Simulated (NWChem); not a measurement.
System: BeHOBr; SMILES [OH][Be][Br]

Here is an NWChem input.

```
start job
memory heap 200 mb stack 900 mb global 1100 mb
geometry units angstroms noautoz
  Be     0.047704     1.208140    -0.000000
  Br    -0.083946    -0.758611     0.000000
  O      0.197964     2.607150    -0.000000
  H     -0.433303     3.318598     0.000000
end
basis spherical
  * library def2-tzvp
end
dft
  xc becke88 lyp
  iterations 150
  mulliken
end
task dft energy
```

Output (shortened):

```
             Northwest Computational Chemistry Package (NWChem) 7.3.0
             --------------------------------------------------------

 CS  symmetry detected

                             Geometry "geometry" -> ""
                             -------------------------

 Output coordinates in angstroms (scale by  1.889725989 to convert to a.u.)

  No.       Tag          Charge          X              Y              Z
 ---- ---------------- ---------- -------------- -------------- --------------
    1 Be                   4.0000     0.00144077     1.15978224     0.00000000
    2 Br                  35.0000     0.00497573    -0.81136684     0.00000000
    3 O                    8.0000     0.05540630     2.56580314     0.00000000
    4 H                    1.0000    -0.62316394     3.23228548     0.00000000

 Effective nuclear repulsion energy (a.u.)     103.4431913990

      Symmetry information
      --------------------

 Group name             Cs
 Group number              2
 Group order               2
 No. of unique centers     4

                                 NWChem DFT Module
                                 -----------------

 Summary of "ao basis" -> "ao basis" (spherical)
 ------------------------------------------------------------------------------
       Tag                 Description            Shells   Functions and Types
 ---------------- ------------------------------  ------  ---------------------
 Be                        def2-tzvp                 9       19   5s3p1d
 Br                        def2-tzvp                16       48   6s5p4d1f
 O                         def2-tzvp                11       31   5s3p2d1f
 H                         def2-tzvp                 4        6   3s1p

      Symmetry analysis of basis
      --------------------------

        a'         72
        a"         32

            General Information
            -------------------
          SCF calculation type: DFT
          Wavefunction type:  closed shell.
          No. of atoms     :     4
          No. of electrons :    48
           Alpha electrons :    24
            Beta electrons :    24
          Charge           :     0
          Spin multiplicity:     1
          Use of symmetry is: on ; symmetry adaption is: on
          Maximum number of iterations: 150
          AO basis - number of functions:   104
                     number of shells:    40
          Convergence on energy requested:  1.00D-06
          Convergence on density requested:  1.00D-05
          Convergence on gradient requested:  5.00D-04

              XC Information
              --------------
                    Becke 1988 Exchange Functional  1.000
              Lee-Yang-Parr Correlation Functional  1.000

             Grid Information
             ----------------
          Grid used for XC integration:  medium
          Radial quadrature: Mura-Knowles
          Angular quadrature: Lebedev.
          Tag              B.-S. Rad. Rad. Pts. Rad. Cut. Ang. Pts.
          ---              ---------- --------- --------- ---------
          Be                  1.05       49           9.0       434
          Br                  1.15      112          11.0       590
          O                   0.60       49          10.0       434
          H                   0.35       45          11.0       434
          Grid pruning is: on
          Number of quadrature shells:   255
          Spatial weights used:  Erf1

      Superposition of Atomic Density Guess
      -------------------------------------

 Sum of atomic energies:       -2662.25569639

      Non-variational initial energy
      ------------------------------

 Total energy =   -2662.878805
 1-e energy   =   -3909.896341
 2-e energy   =    1143.574344
 HOMO         =      -0.420793
 LUMO         =      -0.035943

      Symmetry analysis of molecular orbitals - initial
      -------------------------------------------------

  Numbering of irreducible representations:

     1 a'          2 a"

  Orbital symmetries:

     1 a'          2 a'          3 a'          4 a'          5 a"
     6 a'          7 a'          8 a'          9 a'         10 a"
    11 a'         12 a'         13 a'         14 a"         15 a'
    16 a"         17 a'         18 a'         19 a'         20 a'
    21 a"         22 a'         23 a'         24 a"         25 a'
    26 a'         27 a"         28 a'         29 a'         30 a'
    31 a"         32 a'         33 a'         34 a'

     ---------------------------------------------
      Total Density - Mulliken Population Analysis
     ---------------------------------------------

    Atom       Charge   Shell Charges
 -----------   ------   -------------------------------------------------------
    1 Be   4     3.28   1.02  0.97  0.38  0.20  0.02  0.55  0.01  0.03  0.11
    2 Br  35    35.32   2.00  2.00  1.16  0.78  1.00  0.96  6.00  5.94  1.29  2.89  1.28  8.98  1.02 -0.01  0.02  0.00
    3 O    8     8.84   0.79  1.18  0.58  0.97  0.17  2.09  2.28  0.77  0.00  0.01  0.00
    4 H    1     0.56   0.20  0.26  0.05  0.05

   convergence    iter        energy       DeltaE   RMS-Dens  Diis-err
 ---------------- ----- ----------------- --------- --------- ---------
 d= 0,ls=0.0,diis     1  -2664.8052917138 -2.77D+03  1.21D-02  1.35D+00
 d= 0,ls=0.0,diis     2  -2664.4975562701  3.08D-01  8.86D-03  4.12D+00
 d= 0,ls=0.0,diis     3  -2664.8767948374 -3.79D-01  1.99D-03  3.00D-01
 d= 0,ls=0.0,diis     4  -2664.9005285980 -2.37D-02  1.02D-03  2.32D-02
 d= 0,ls=0.0,diis     5  -2664.9021180167 -1.59D-03  4.22D-04  3.34D-03
  Resetting Diis
 d= 0,ls=0.0,diis     6  -2664.9025957668 -4.78D-04  6.93D-05  8.36D-05
 d= 0,ls=0.0,diis     7  -2664.9026095714 -1.38D-05  2.11D-05  2.78D-06
 d= 0,ls=0.0,diis     8  -2664.9026084406  1.13D-06  1.30D-05  1.55D-05
 d= 0,ls=0.0,diis     9  -2664.9026098676 -1.43D-06  2.42D-06  5.93D-08
 d= 0,ls=0.0,diis    10  -2664.9026098749 -7.31D-09  7.71D-07  2.47D-08

         Total DFT energy =    -2664.902609874930
      One electron energy =    -3912.184439012627
           Coulomb energy =     1247.066056075207
    Exchange-Corr. energy =     -103.227418336476
 Nuclear repulsion energy =      103.443191398966

 Numeric. integr. density =       47.999999653431

                  Occupations of the irreducible representations
                  ----------------------------------------------

                     irrep           alpha         beta
                     --------     --------     --------
                     a'               18.0         18.0
                     a"                6.0          6.0

                       DFT Final Molecular Orbital Analysis
                       ------------------------------------

 Vector   22  Occ=2.000000D+00  E=-2.948606D-01  Symmetry=a"
              MO Center=  2.9D-02,  2.1D+00,  1.5D-15, r^2= 1.8D+00
   Bfn.  Coefficient  Atom+Function         Bfn.  Coefficient  Atom+Function
  ----- ------------  ---------------      ----- ------------  ---------------
    75      0.418347  3 O  pz                78      0.342224  3 O  pz
    81      0.260316  3 O  pz                 8     -0.184069  1 Be pz
    37      0.154531  2 Br pz                31     -0.107521  2 Br pz
    34      0.096518  2 Br pz                40      0.072583  2 Br pz
    14      0.049007  1 Be pz                28      0.032864  2 Br pz

 Vector   23  Occ=2.000000D+00  E=-2.632934D-01  Symmetry=a'
              MO Center=  1.6D-02, -5.6D-01, -8.1D-16, r^2= 2.0D+00
   Bfn.  Coefficient  Atom+Function         Bfn.  Coefficient  Atom+Function
  ----- ------------  ---------------      ----- ------------  ---------------
    35      0.474882  2 Br px                29     -0.347191  2 Br px
    32      0.321856  2 Br px                38      0.305172  2 Br px
    26      0.105905  2 Br px                73     -0.092182  3 O  px
     6     -0.083728  1 Be px                76     -0.070162  3 O  px
    72     -0.064704  3 O  s                 15     -0.048711  1 Be d -2

 Vector   24  Occ=2.000000D+00  E=-2.603668D-01  Symmetry=a"
              MO Center=  8.4D-03, -3.4D-01,  6.9D-15, r^2= 2.6D+00
   Bfn.  Coefficient  Atom+Function         Bfn.  Coefficient  Atom+Function
  ----- ------------  ---------------      ----- ------------  ---------------
    37      0.460085  2 Br pz                31     -0.336388  2 Br pz
    34      0.312165  2 Br pz                40      0.302657  2 Br pz
    75     -0.172145  3 O  pz                78     -0.138670  3 O  pz
    81     -0.108046  3 O  pz                28      0.102598  2 Br pz
     8     -0.048327  1 Be pz                16     -0.044680  1 Be d -1

 Vector   25  Occ=0.000000D+00  E=-4.415926D-02  Symmetry=a'
              MO Center= -2.8D-01,  1.6D+00,  3.1D-15, r^2= 7.4D+00
   Bfn.  Coefficient  Atom+Function         Bfn.  Coefficient  Atom+Function
  ----- ------------  ---------------      ----- ------------  ---------------
     5      1.121046  1 Be s                  4     -0.433224  1 Be s
   101      0.378027  4 H  s                 24     -0.203264  2 Br s
    72     -0.170699  3 O  s                 71     -0.168739  3 O  s
     3      0.157207  1 Be s                 19      0.146371  1 Be d  2
    80     -0.138579  3 O  py                25     -0.124859  2 Br s

 Vector   26  Occ=0.000000D+00  E=-6.815992D-03  Symmetry=a'
              MO Center= -3.6D-02,  9.9D-01, -2.2D-15, r^2= 3.8D+00
   Bfn.  Coefficient  Atom+Function         Bfn.  Coefficient  Atom+Function
  ----- ------------  ---------------      ----- ------------  ---------------
    12      0.684538  1 Be px                 6     -0.544538  1 Be px
   101      0.331922  4 H  s                 38     -0.302365  2 Br px
    72     -0.206359  3 O  s                 35     -0.158506  2 Br px
    32     -0.127424  2 Br px               100      0.124809  4 H  s
    73     -0.123990  3 O  px                29      0.119698  2 Br px

 Vector   27  Occ=0.000000D+00  E= 4.017195D-03  Symmetry=a"
              MO Center= -9.1D-03,  9.5D-01,  5.6D-13, r^2= 3.9D+00
   Bfn.  Coefficient  Atom+Function         Bfn.  Coefficient  Atom+Function
  ----- ------------  ---------------      ----- ------------  ---------------
    14      0.725598  1 Be pz                 8     -0.519985  1 Be pz
    40     -0.301618  2 Br pz                81     -0.252744  3 O  pz
    75     -0.191903  3 O  pz                37     -0.158473  2 Br pz
    78     -0.146221  3 O  pz                34     -0.126616  2 Br pz
    31      0.118520  2 Br pz                57      0.113966  2 Br d -1

     ---------------------------------------------
      Total Density - Mulliken Population Analysis
     ---------------------------------------------

    Atom       Charge   Shell Charges
 -----------   ------   -------------------------------------------------------
    1 Be   4     3.77   1.02  0.95  0.38  0.17 -0.01  0.98  0.01  0.10  0.17
    2 Br  35    35.18   2.00  2.01  1.16  0.78  1.09  0.87  6.00  5.92  1.41  2.57  1.36  8.93  1.02  0.05  0.01  0.00
    3 O    8     8.34   0.79  1.18  0.58  0.92  0.17  1.95  1.89  0.85  0.00  0.01  0.00
    4 H    1     0.71   0.26  0.34  0.05  0.06

     -------------------------------------------
      Total Density - Lowdin Population Analysis
     -------------------------------------------

    Atom       Charge   Shell Charges
 -----------   ------   -------------------------------------------------------
    1 Be   4     4.31   1.02  0.92  0.28  0.19  0.07  0.81  0.02  0.39  0.61
    2 Br  35    34.71   2.00  2.00  1.15  0.82  0.81  0.78  5.98  5.65  1.65  2.38  1.46  8.52  1.24  0.24  0.04  0.00
    3 O    8     8.16   0.87  1.09  0.53  0.59  0.29  1.80  1.93  1.03  0.00  0.02  0.00
    4 H    1     0.82   0.25  0.31  0.10  0.16

     Multipole analysis of the density
     ---------------------------------

     L   x y z        total         alpha         beta         nuclear
     -   - - -        -----         -----         ----         -------
     0   0 0 0     -0.000000    -24.000000    -24.000000     48.000000

     1   1 0 0     -0.447240     -0.223620     -0.223620      0.000000
     1   0 1 0      0.617944      0.308972      0.308972      0.000000
     1   0 0 1     -0.000000     -0.000000     -0.000000      0.000000

     2   2 0 0    -21.173135    -11.325362    -11.325362      1.477589
     2   1 1 0     -3.153702      0.229333      0.229333     -3.612369
     2   1 0 1     -0.000000     -0.000000     -0.000000      0.000000
     2   0 2 0    -19.509446   -173.194981   -173.194981    326.880516
     2   0 1 1      0.000000      0.000000      0.000000      0.000000
     2   0 0 2    -22.048833    -11.024417    -11.024417      0.000000
```

Level: BLYP/def2-TZVP. Coordinates come from a PBE0-D3(BJ)/def2-TZVP optimisation.
